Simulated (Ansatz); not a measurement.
Calculated with Ansatz (gas phase, PBE0-D4/def2-TZVP geometries, no zero-point term in ΔE). CBS: MP2 limit from def2 TZ/QZ plus the TZ coupled-cluster correction, frozen cores. This one scheme is used for every species. For Ge outer-core shells are correlated without core-valence functions, which leaves a few kJ/mol of doubt a bond. Scalar relativity is left out up to krypton. One conformer a species, not always the lowest.

`[OH][Ge][O][SiH3]` → `[OH][Ge][OH]` + `[SiH2]`  (silylene loss)

| species | HF/def2-TZVPP energy (Eh) |
| --- | --- |
| `[OH][Ge][O][SiH3]` | -2516.53623 |
| `[OH][Ge][OH]` | -2226.37978 |
| `[SiH2]` | -290.02614 |

Task: Work out ΔE.

Result: ΔE = (-2226.37978) + (-290.02614) − (-2516.53623) = 0.13031 Eh = +3.55 eV. CCSD(T)/CBS gives +3.55 eV.

Largest T1 diagnostic among the species: 0.015.

From r2SCAN to r2SCAN0 (25 % exact exchange), in def2-TZVPP and without D4, ΔE moves by +0.03 eV. Leaving LDA and LC-ωPBE aside and taking each functional with its dispersion term where it has one, the values, not all of them listed here, spread over 0.40 eV, from BLYP-D4 to r2SCAN0-D4. LDA lies +0.35 eV from PBE without D4.
